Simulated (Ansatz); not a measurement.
Cost and result for the atomization energy of `BN[CH2][GaH2]` (11 atoms, 10 bonds).

```xyz
11

B     1.213   -1.429   -0.747
N     0.014   -0.864   -0.354
C    -0.202    0.053    0.749
Ga   -0.975    1.812    0.239
H     1.224   -2.152   -1.702
H     2.206   -1.175   -0.124
H    -0.815   -1.061   -0.893
H    -0.846   -0.398    1.516
H     0.759    0.230    1.241
H    -1.581    1.990   -1.201
H    -0.999    2.994    1.275
```

Total charge 0; spin multiplicity 1. Correlated methods include outer-core shells of Ga, which these sets cover unevenly. Scalar relativity is left out up to krypton. The structure was optimised at the PBE0-D4/def2-TZVP level. It is one conformer, not always the lowest. Program: Ansatz. All runs use 4 threads of an Arm Neoverse V2 on a shared host. Times are those of one run each, without the atoms' runs, and a repeat can differ threefold. Electronic energies, without spin–orbit coupling; frozen cores. CCSD(T)/CBS adds CCSD(T) − MP2 in def2-TZVPP to the MP2 limit, and its time is that of the two runs behind it. T1 = 0.013. With those shells the extrapolation isn't a true limit.

CCSD(T)/CBS is a level of theory with its own doubt, some kJ/mol a heavy atom from the limit and from the frozen cores, so smaller differences don't rank the functionals.

```
                             level  functions  atomization (kJ/mol)  difference from CCSD(T)/CBS  per bond
              revPBE-D4/def2-TZVPP        239                3604.6                        -29.4      -2.9
                 CCSD(T)/CBS(def2)          –                3634.0                          0.0       0.0
                 B97M-V/def2-TZVPP        239                3653.0                         19.0       1.9
                CCSD(T)/def2-TZVPP        239                3556.2                        -77.8      -7.8
r2SCAN-D4/def2-TZVPP (with forces)        239                3645.5                         11.5       1.1
                 B2PLYP/def2-TZVPP        239                3606.7                        -27.3      -2.7
               PBE-QIDH/def2-TZVPP        239                3619.1                        -14.9      -1.5
            LDA (SPW92)/def2-TZVPP        239                4130.9                        496.9      49.7
                    MP2/def2-QZVPP        470                3627.8                         -6.2      -0.6
           CAM-B3LYP-D4/def2-TZVPP        239                3671.5                         37.5       3.8
  ωB97M-V/def2-TZVPP (with forces)        239                3649.7                         15.7       1.6
                BLYP-D4/def2-TZVPP        239                3629.7                         -4.3      -0.4
                  CCSD(T)/def2-SVP        109                3460.9                       -173.1     -17.3
```

Task: Order the runs by time, with rough figures. (An estimate is asked.)

Result: The calculation gave: LDA (SPW92)/def2-TZVPP 1.2 s; revPBE-D4/def2-TZVPP 2.3 s; BLYP-D4/def2-TZVPP 2.3 s; CAM-B3LYP-D4/def2-TZVPP 3.6 s; r2SCAN-D4/def2-TZVPP (with forces) 4.9 s; B2PLYP/def2-TZVPP 5.5 s; PBE-QIDH/def2-TZVPP 5.5 s; CCSD(T)/def2-SVP 6.5 s; B97M-V/def2-TZVPP 10 s; ωB97M-V/def2-TZVPP (with forces) 12 s; MP2/def2-QZVPP 25 s; CCSD(T)/def2-TZVPP 2.4 min; CCSD(T)/CBS(def2) 2.8 min.

From r2SCAN to r2SCAN0 (25 % exact exchange), in def2-TZVPP and without D4, the atomization energy moves by −41.2 kJ/mol: exact exchange takes away binding that semilocal exchange gives to molecules. At CCSD(T), def2-SVP lies −173.1 kJ/mol from the extrapolated value and def2-TZVPP −77.9 kJ/mol: correlation converges slowly with the basis, and small sets miss more of it in the bonded molecule than in its fragments. Leaving LDA and LC-ωPBE aside and taking each functional with its dispersion term where it has one, the values, not all of them listed here, spread over 116.2 kJ/mol, from BHLYP-D4 to PBE-D4. LDA lies +465.0 kJ/mol from PBE without D4, its usual overbinding.
